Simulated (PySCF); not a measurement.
## From computed data to an observable: chemical shift, span and skew from a shielding tensor

1-chloro-1-fluoroethene (C2H2ClF), SMILES C=C(F)Cl. Atoms are numbered in the order given.

```xyz
6

C      1.0662    -1.2726     0.0000
C      0.0143    -0.4565     0.0000
F     -1.2414    -0.8904     0.0000
Cl     0.1004     1.2712     0.0000
H      2.0777    -0.8716     0.0000
H      0.9048    -2.3511     0.0000
```

The structure is a stationary point at TPSSh-D3(BJ)/def2-SVP.

GIAO shieldings from HF/pcSseg-2 (PySCF), non-relativistic, no solvent. The symmetric part of the tensor of C2 has the principal values -95.9, 72.1, 96.0 ppm. The same nucleus in TMS has σ = 193.3 ppm at this level (PySCF, at its B3LYP-D3(BJ)/def2-TZVP geometry). Without spin–orbit terms, shifts of atoms bonded to Cl or Br come out too high.

Task: Work out the isotropic shielding, the ¹³C shift against TMS, the span and the skew.

Result: 
σ(iso) = (σ11 + σ22 + σ33)/3 = 24.1 ppm. δ = σ(ref) − σ(iso) = 193.3 − (24.1) = 169.2 ppm.
Span Ω = σ33 − σ11 = 191.9 ppm. Skew κ = 3(σ(iso) − σ22)/Ω = -0.75. Tumbling in solution averages the tensor to δ; in a static solid the shielding alone would spread this spin-1/2 line over Ω.
